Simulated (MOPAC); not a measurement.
Input for MOPAC: PM7 on HI (SMILES I).

```
PM7 1SCF PRECISE CHARGE=0 THREADS=1
HI

I      0.50589331 1     0.15915179 1     4.28940182 1
H      0.42143486 1     0.14291740 1     2.67653222 1
```

Program output:

```
*******************************************************************************
 **                                                                           **
 **                              MOPAC v23.2.5                                **
 **                                                                           **
 *******************************************************************************
 ** MOPAC's Digital Object Identifier: https://doi.org/10.5281/zenodo.6511958 **
 **                                                                           **
 ** Please cite the open-source release paper for use of this MOPAC version:  **
 ** J. E. Moussa and J. J. P. Stewart (2026)                                  **
 ** MOPAC: An open-source semiempirical molecular orbital program             **
 ** J. Open Source Softw., 11(119), 8025, https://doi.org/10.21105/joss.08025 **
 *******************************************************************************

                              PM7 CALCULATION RESULTS

 *******************************************************************************
 *  PM7        - The PM7 Hamiltonian to be used
 *
 *
 *
 *                 CHARGE ON SYSTEM = 0
 *
 *
 *
 *  PRECISE    - TIGHTER CRITERIA TO BE USED
 *  1SCF       - DO 1 SCF AND THEN STOP
 *  THREADS=1  - MULTI-THREADING NOT USED
 *  T=         - A TIME OF 172800.0 SECONDS REQUESTED
 *  DUMP=N     - RESTART FILE WRITTEN EVERY 7200.0 SECONDS REQUESTED
 *******************************************************************************
PM7 1SCF PRECISE CHARGE=0 THREADS=1
 HI

   ATOM   CHEMICAL          X               Y               Z
  NUMBER   SYMBOL      (ANGSTROMS)     (ANGSTROMS)     (ANGSTROMS)

     1       I          0.50589331  *   0.15915179  *   4.28940182  *
     2       H          0.42143486  *   0.14291740  *   2.67653222  *



          CARTESIAN COORDINATES

    NO.       ATOM           X           Y           Z

     1         I          0.5059      0.1592      4.2894
     2         H          0.4214      0.1429      2.6765

 General Reference for PM7:
 "Optimization of Parameters for Semiempirical Methods VI: More Modifications to the
 NDDO Approximations and Re-optimization of Parameters", J. J. P. Stewart, J. Mol. Mod., 1:32, 19 (2013)
 https://link.springer.com/article/10.1007/s00894-012-1667-x

           Empirical Formula: H I  =     2 atoms



      MOLECULAR POINT GROUP   :   C*v


      RHF CALCULATION, NO. OF DOUBLY OCCUPIED LEVELS = 4


 -------------------------------------------------------------------------------
 PM7 1SCF PRECISE CHARGE=0 THREADS=1
 HI



     1SCF WAS SPECIFIED, SO BFGS WAS NOT USED
     SCF FIELD WAS ACHIEVED


                              PM7 CALCULATION
                                                       MOPAC v23.2.5 Linux




          FINAL HEAT OF FORMATION =         -0.01350 KCAL/MOL =      -0.05648 KJ/MOL


          COSMO AREA              =         69.32 SQUARE ANGSTROMS
          COSMO VOLUME            =         54.63 CUBIC ANGSTROMS

          IONIZATION POTENTIAL    =          9.563497 EV
          HOMO LUMO ENERGIES (EV) =         -9.563  2.193
          NO. OF FILLED LEVELS    =          4
          MOLECULAR WEIGHT        =        127.9124         POINT GROUP:  C*v

          MOLECULAR DIMENSIONS (Angstroms)

            Atom       Atom       Distance
            H     2    I     1     1.61516
            H     2    I     1     0.00000
            I     1    H     2     0.00000


          SCF CALCULATIONS        =          1





   ATOM   CHEMICAL          X               Y               Z
  NUMBER   SYMBOL      (ANGSTROMS)     (ANGSTROMS)     (ANGSTROMS)

     1       I          0.50589331  *   0.15915179  *   4.28940182  *
     2       H          0.42143486  *   0.14291740  *   2.67653222  *

                             CARTESIAN COORDINATES

   1    I        0.505893310     0.159151790     4.289401820
   2    H        0.421434860     0.142917400     2.676532220


           Empirical Formula: H I  =     2 atoms



      MOLECULAR POINT GROUP   :   C*v


                  EIGENVALUES
 -24.71154 -12.41798  -9.56350  -9.56350   2.19294 123.70902 123.70902 123.83345
 124.14526 124.14526


              NET ATOMIC CHARGES AND DIPOLE CONTRIBUTIONS

  ATOM NO.   TYPE          CHARGE      No. of ELECS.   s-Pop       p-Pop       d-Pop
    1          I          -0.167769        7.1678     1.87297     5.29149     0.00331
    2          H           0.167769        0.8322     0.83223
 DIPOLE           X         Y         Z       TOTAL
 POINT-CHG.    -0.068    -0.013    -1.300     1.302
 HYBRID        -0.049    -0.009    -0.941     0.942
 SUM           -0.117    -0.023    -2.241     2.244


          ATOMIC ORBITAL ELECTRON POPULATIONS

     Atom    s        px        py        pz      x^2-y^2     xz        z^2       yz        xy
    1  I   1.87297   1.99786   1.99973   1.29390   0.00000   0.00022   0.00289   0.00020   0.00000
    2  H   0.83223

 **********************
 *                    *
 * JOB ENDED NORMALLY *
 *                    *
 **********************




 == MOPAC DONE ==
```

The run finished.

Cost: around 0.03 core-seconds (rough).
